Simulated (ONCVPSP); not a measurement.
## Potentials for Mg compared

Generated with ld1.x 7.5 (TM, RRKJ, ultrasoft, PAW), atompaw 4.2 or ONCVPSP 4.0.1. The cutoff is in Ry: for ld1.x and atompaw files where the sum of valence levels is converged to 10 mRy in a Bessel basis, for ONCV files where the hardest occupied wave has 1 mHa per electron of residual kinetic energy. The error is the largest all-electron minus pseudo excitation energy over each file’s own four to seven test configurations (ionisations up to +4, promotions, holes and added fractions of an electron), all of which were solved. The labels leave out finer settings (local radius, basis sizes, second energies), which also bear on the numbers. Spin-polarised tests are not counted. The rows are a selection from randomly drawn settings: files with unsolved tests, undetermined cutoffs or missed reference levels are left out.

```csv
potential,cutoff (Ry),largest error (meV),bound ghosts
"ONCV, PBEsol, scalar-relativistic, rc 1.35/0.80/1.35 (spd), local smoothed, core correction yes, reference 2s2 2p6 3s2, qcut 7.9/15.2/6, projectors 2/2/2",195,+84,none
"ONCV, PBE, scalar-relativistic, rc 1.40/0.60 (sp), local smoothed, core correction no, reference 2s2 2p6 3s2, qcut 8/15.8, projectors 2/2",249,-0.8,none
"ONCV, LDA (Perdew-Zunger), scalar-relativistic, rc 1.35/0.70/1.20 (spd), local smoothed, core correction yes, reference 2s2 2p6 3s1, qcut 10/23.6/9, projectors 3/2/3",329,-0.4,none
"ONCV, PBE, scalar-relativistic, rc 1.45/1.20/1.40 (spd), local smoothed, core correction no, reference 2s2 2p6 3s1.5 3p0.5, qcut 7.1/13.9/7.2, projectors 2/2/2",126,-1.2,none
"ONCV, LDA (Perdew-Zunger), scalar-relativistic, rc 1.40/0.70 (sp), local smoothed, core correction yes, reference 2s2 2p6 3s2, qcut 11.4/19.2, projectors 2/2",264,+58,none
```

(1) Fill in the row for Mg: ONCV, PBEsol, scalar-relativistic, rc 0.95/0.90/0.90 (spd), local smoothed, core correction yes, reference 2s2 2p6 3s2, qcut 10.4/19.1/11.7, projectors 2/3/1.

(2) Fill in the row for Mg: ONCV, revPBE, fully relativistic, rc 1.20/1.00 (sp), local smoothed, core correction no, reference 2s2 2p6 3s2, qcut 9.1/16.4, projectors 3/3.

(3) Fill in the row for Mg: ONCV, PBE, scalar-relativistic, rc 1.15/0.85/0.90 (spd), local smoothed, core correction no, reference 2s2 2p6 3s1.5, qcut 13.1/15.8/10.9, projectors 2/2/1.

Answers

(1) cutoff 216 Ry, largest error -0.7 meV, bound ghosts: none.

(2) cutoff 173 Ry, largest error -0.4 meV, bound ghosts: none.

(3) cutoff 195 Ry, largest error -0.4 meV, bound ghosts: none.
